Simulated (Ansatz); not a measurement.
Two isomers of C2H5InS: A = `[CH3][In]1[CH2][S]1`, B = `S/C=[CH]\[InH2]`.

Isolated molecules relaxed with PBE0-D4/def2-TZVP in Ansatz; ΔE leaves out vibrations. CCSD(T)/CBS is the MP2 limit (def2-TZVPP, def2-QZVPP) plus CCSD(T) − MP2 in def2-TZVPP, frozen cores. DFT in def2-TZVPP. B3LYP here is the variant with VWN-RPA as its local correlation; programs differ in this. def2 core potentials past Kr. For In outer-core shells are correlated without core-valence functions, which leaves a few kJ/mol of doubt a bond. Each species was taken in one conformer, which may not be the lowest.

Question: Which is lower in electronic energy at CCSD(T)/CBS, and by how much? (Best estimate.)

Answer: The calculation gave: A, by 27.8 kcal/mol.

Question: Give E(B) − E(A) in kcal/mol with CCSD/def2-TZVPP, B3LYP-D4, PBE-D4, CCSD(T)/def2-SVP, B2PLYP, r2SCAN-D4, HF/def2-TZVPP. (An estimate is asked.)

Answer: Ansatz gave: CCSD/def2-TZVPP 24.6, B3LYP-D4 22.6, PBE-D4 26.3, CCSD(T)/def2-SVP 18.5, B2PLYP 26.0, r2SCAN-D4 26.5, HF/def2-TZVPP 17.8. None reverses the order clearly.

Question: Does the order hold for the free energy at 298.15 K (harmonic terms from PBE0-D4)? (Best estimate.)

Answer: Ansatz gave: Yes: G(B) − G(A) = +22.3 kcal/mol, for one conformer each. Modes under 60 cm⁻¹, often nearly free rotors, make the harmonic entropy too high.

Largest T1 diagnostic: 0.015.

At CCSD(T), def2-SVP lies −9.3 kcal/mol from the extrapolated value and def2-TZVPP −2.2 kcal/mol. In def2-TZVPP, CCSD(T) changes the Hartree–Fock value by +7.7 kcal/mol (the triples alone add +1.0 kcal/mol) and MP2 by +12.5 kcal/mol.
